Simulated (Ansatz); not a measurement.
Consider the substitution at a C–S bond: `C#CSCO` + H₂Te → `OC[TeH]` + `C#CS`.

Gas-phase electronic energies from Ansatz, PBE0-D4/def2-TZVP geometries. CCSD(T)/CBS adds triple-zeta CCSD(T) − MP2 to the extrapolated MP2 energy (def2 sets, frozen cores). This one scheme is used for every species. DFT in def2-TZVPP. Elements past krypton have def2 core potentials. For Te outer-core shells are correlated without core-valence functions, which leaves a few kJ/mol of doubt a bond. One conformer a species, not always the lowest.

(1) Is it downhill or uphill in electronic energy at CCSD(T)/CBS, and by how much? (Best estimate.)

(2) What do these levels give: revPBE-D4, PBE-QIDH, PBE, LC-ωPBE, RPA@PBE/def2-TZVPP, MP2/def2-SVP? (Best estimate.)

Largest T1 diagnostic among the species: 0.013.

Results:

(1) The calculation gave: Uphill: ΔE = +1.1 kcal/mol.

(2) Computed: revPBE-D4 2.3, PBE-QIDH 2.6, PBE 1.8, LC-ωPBE 3.0, RPA@PBE/def2-TZVPP 1.7, MP2/def2-SVP 4.1 kcal/mol.

In def2-TZVPP, CCSD(T) changes the Hartree–Fock value by −1.2 kcal/mol (the triples alone add −0.0 kcal/mol) and MP2 by −1.5 kcal/mol. At CCSD(T), def2-SVP lies +2.9 kcal/mol from the extrapolated value and def2-TZVPP +0.9 kcal/mol.
